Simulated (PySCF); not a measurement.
Computed structure and properties of PrO(OH)

System: PrO(OH) (singlet in the valence; each metal's 4f electrons, 2 of them, lie in its core potential, out of spins and levels); start: template (C1). Method: PySCF 2.14.0, RKS PBE0, Pr lcecp-1-SVP with ECP48, O def2-SVP, H def2-SVP; non-relativistic Hamiltonian with scalar-relativistic core potentials where named; density fitting; no spin-orbit coupling.

Input of the relaxation:

```python
mol = gto.M(atom='''
Pr     0.04715    -0.00053    -0.15992
O      1.75945    -0.00053     0.60638
O     -1.98905    -0.00053     0.75138
H     -2.94865     0.09007     0.81038''',
    basis={'Pr': 'lcecp-1-SVP', 'O': 'def2-SVP', 'H': 'def2-SVP'},
    ecp={'Pr': 'lcecp-1-SVP'},
    charge=0, spin=0)
mf = dft.RKS(mol, xc='PBE0')
mf.grids.atom_grid = (50, 194)  # f atoms: unpruned, at least (60, 302)
mf = mf.density_fit()  # fitting sets: Pr AutoAux, O def2-universal-JKFIT, H def2-universal-JKFIT
mf.conv_tol = 1e-08; mf.max_cycle = 55
mf.kernel(dm0)  # dm0: converged density of the start geometry
# quasi-Newton relaxation in Cartesian coordinates to a largest gradient under 0.00045 Eh/bohr, steps kept in the point group
```

Run from Python with OMP_NUM_THREADS=2; the lines above give its settings. Where DIIS fails, smearing, a level shift and second-order steps follow.
It took 35 s on 2 threads of Arm Neoverse V1, with other jobs on the host, from the converged density of the start.

Course of the relaxation:

```
step  energy above end (eV)  largest force component within the symmetry (eV/Å)
   0                 0.3826                                               1.144
   1                 0.2879                                               0.413
   2                 0.1911                                               1.374
   3                 0.1601                                               0.886
   4                 0.1406                                               0.701
   5                 0.1164                                               0.344
   6                 0.0936                                               0.709
   7                 0.0830                                               1.078
  13                 0.0021                                               0.067
  14                 0.0015                                               0.064
  15                 0.0008                                               0.146
  16                 0.0004                                               0.095
  17                 0.0000                                               0.027
  18                 0.0000                                               0.006
```
(The steps between are left out.)

Relaxed geometry (Cs):

```xyz
4

Pr    0.0030   -0.0419   -0.4687
O     1.2691    0.0310    0.9318
O    -1.9814    0.0225    0.3465
H    -2.4218    0.0769    1.1986
```

```
    contact      Å
 Pr1–O2 (O)  1.889
Pr1–O3 (OH)  2.146
```

On the finer grid (75, 302):

- HOMO: -6.22 eV
- LUMO: -1.70 eV
- Dipole about the centre of mass: 5.99 D
- Set of Mulliken populations of Pr1 outside the core potential: s 2.09, p 6.19, d 1.78, f 0.12
- D3(BJ) dispersion energy (not in the energies): -0.045 eV

```csv
atom,Mulliken (e),Löwdin (e),spin (e)
Pr1,0.82,0.67,0.00
O2,-0.47,-0.42,0.00
O3,-0.54,-0.33,0.00
H4,0.19,0.08,0.00
```

The 4f levels lie in the core potential and are missing. Their spin isn't counted.

On the grid (50, 194), as all that follows. Harmonic modes: a minimum; lowest 147 cm⁻¹ (negative: unstable), highest 3947 cm⁻¹, zero-point energy 0.394 eV.

Rigid scan of O along the line from its metal:

distance to O2 (Å), energy (eV) and a bar:
```
     1.59      2.402 ##############################
     1.69      0.915 ###########
     1.79      0.197 ##
     1.89      0.000 
     1.99      0.150 ##
     2.09      0.523 #######
     2.19      1.034 #############
     2.34      1.934 ########################
```

Taking off one OH (charge -1, singlet; the rest: singlet) in vacuum, both parts rigid, costs 10.59 eV; the small basis without counterpoise inflates it. Most of it is the attraction of opposite charges; other ways to part are cheaper, and one spin state was tried for the rest.

Rigid scan of OH along the line from its metal:

```
distance to O3 (Å)  energy (eV)
              1.85        1.193
              1.95        0.458
              2.05        0.100
              2.15        0.000
              2.25        0.075
              2.35        0.265
              2.55        0.831
              2.85        1.813
              3.25        2.996
              3.75        4.077
```

One start shape was tried, so this needn't be the lowest isomer.

An lcecp potential fixes the number of 4f electrons, so in runs with it no electron can move into or out of that shell.
